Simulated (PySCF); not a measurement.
A structure optimised at B3LYP-D3(BJ)/def2-TZVPD, used in a PySCF frequency run:

```xyz
2

Be     0.0000     0.0000    -0.9497
F      0.0000     0.0000     0.4221
```
Charge 0, spin multiplicity 2.

Write its SMILES, formula and point group.

[Be][F], BeF, C∞v

What are its rotational constants (standard atomic weights)?

43.938 GHz (linear rotor, B only)
